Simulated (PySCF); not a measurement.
A side-by-side comparison of computed properties.

First species: C6H10N2Si.
SMILES: `C=NC[SiH2]n1cccc1`

Second species: C5H10O.
Atom-mapped SMILES: `[CH3:1][O:2][C@@H:3]1[CH2:4][C@@H:5]1[CH3:6]` (hydrogens: H7, H8, H9 on C1; H10 on C3; H11, H12 on C4; H13 on C5; H14, H15, H16 on C6)

Levels: PBE0/pcSseg-1 for dipole moment, HOMO energy, LUMO energy and HOMO–LUMO gap; GFN2-xTB for rotational constant A and rotational constant C. Geometries: GFN2-xTB. Each species is one conformer at its optimised geometry, gas phase, non-relativistic unless stated. Electronic properties by PySCF.

The conformers computed, where there is a choice (atom-mapped SMILES and torsion angles):
- `[CH2:1]=[N:2][CH2:3][SiH2:4][n:5]1[cH:6][cH:7][cH:8][cH:9]1`: C1–N2–C3–Si4 109°, N2–C3–Si4–N5 61°, C3–Si4–N5–C6 95°
- `[CH3:1][O:2][C@@H:3]1[CH2:4][C@@H:5]1[CH3:6]`: C1–O2–C3–C4 -82°

Task: Which of the two has the higher dipole moment, and by how much?

Result: The first: 2.91 D against 1.16 D, a difference of 1.75 D.

Task: Which of the two has the higher rotational constant A, and by how much?

Result: The second: 6.819 GHz against 2.847 GHz, a difference of 3.972 GHz.

Task: Which has the higher rotational constant C?

Result: The second: 2.117 GHz against 0.733 GHz, a difference of 1.384 GHz.

Task: Which has the higher LUMO energy?

Result: The second: 1.59 eV against -0.50 eV, a difference of 2.09 eV.

Task: Which of the two has the higher HOMO energy, and by how much?

Result: The first: -6.07 eV against -7.06 eV, a difference of 0.99 eV.

Task: Which of the two has the higher HOMO–LUMO gap, and by how much?

Result: The second: 8.65 eV against 5.57 eV, a difference of 3.08 eV.

On the first: The dipole equals about 9.7 × 10⁻³⁰ C·m (1 D = 3.33564 × 10⁻³⁰ C·m). GFN2-xTB frequencies show an imaginary mode (22i cm⁻¹), so this geometry is no minimum at that level.

On the second: The dipole matches unit charges of opposite sign 0.24 Å apart (1 e·Å = 4.8032 D).
